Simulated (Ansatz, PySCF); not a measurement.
Complex: boric acid (SMILES OB(O)O) (first 7 atoms) with NH3 (SMILES N); geometry from B3LYP-D3(BJ)/def2-TZVP, rigid monomers moved along the line of their centres of mass till H7···N8 is 2.65 Å.
(charge 0, multiplicity 1):
```xyz
11

O     -0.00238    -0.57182    -1.19767
B     -0.15521    -0.19618     0.11024
O     -1.36115     0.38326     0.47840
O      0.87794    -0.41176     0.96647
H     -0.78684    -0.37711    -1.71828
H     -1.39826     0.62139     1.40848
H      0.69824    -0.11936     1.88130
N      0.52176     0.56619     4.43711
H      0.42248     1.55949     4.61664
H     -0.19150     0.08328     4.97259
H      1.42080     0.28293     4.81348
```

Monomers are frozen at their geometry in the pair; levels with a basis set take the counterpoise correction.

Correlated levels freeze the cores.

The values were computed with Ansatz (Gaussian basis) for Hartree–Fock, density functionals and correlated methods; PySCF for the dispersion terms. Each number belongs to the level named beside it.

PBE/def2-TZVPPD gives -5.91 kcal/mol for the interaction energy.

### Question
Predict the shift from PBE, with its sign, for: PBE-D3(BJ)/def2-TZVPPD, r2SCAN/def2-TZVPPD, PBE0/def2-TZVPPD, wB97M-V/def2-TZVPPD, MP2/aug-cc-pVDZ, CCSD(T)/aug-cc-pVDZ.

### Answer
PBE-D3(BJ)/def2-TZVPPD -0.47; r2SCAN/def2-TZVPPD -0.01; PBE0/def2-TZVPPD 0.06; wB97M-V/def2-TZVPPD -0.19; MP2/aug-cc-pVDZ -0.03; CCSD(T)/aug-cc-pVDZ -0.01 kcal/mol. 1 of 6 lie above PBE; the widest gap is to PBE-D3(BJ)/def2-TZVPPD.

Ansatz is a program for electronic structure.
